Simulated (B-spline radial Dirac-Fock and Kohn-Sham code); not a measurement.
## Binding energies of Sc⁺ in different valence configurations

These are calculated numbers from a radial finite-basis atomic code; the model is ΔSCF Dirac-Fock with Breit, self-energy and vacuum polarisation, finite nucleus, configuration average. No correlation.

Reference: the tabulated ground configuration [Ar] 3d1 4s1, with 1s 4508.1 eV, 2s 518.4 eV, 2p1/2 423.0 eV, 2p3/2 418.5 eV, 3p1/2 47.54 eV, 3p3/2 47.04 eV, Kα1 4089.6 eV, Kβ1 4461.0 eV.

Shifts from the reference in eV.

| configuration | average energy | 1s | 2s | 2p1/2 | 2p3/2 | 3p1/2 | 3p3/2 | Kα1 | Kβ1 |
| --- | --- | --- | --- | --- | --- | --- | --- | --- | --- |
| [Ar] 3d2 | +1.53 | -5.71 | -6.77 | -6.64 | -6.64 | -4.74 | -4.72 | +0.93 | -0.99 |
| [Ar] 4s2 | +1.75 | +7.38 | +8.69 | +8.41 | +8.41 | +5.67 | +5.64 | -1.03 | +1.74 |
| [Ar] 3d1 4p1 | +3.23 | +1.26 | +1.23 | +1.25 | +1.25 | +1.22 | +1.22 | +0.01 | +0.04 |
| [Ar] 4s1 4p1 | +4.71 | +8.33 | +9.59 | +9.45 | +9.46 | +6.70 | +6.67 | -1.13 | +1.66 |
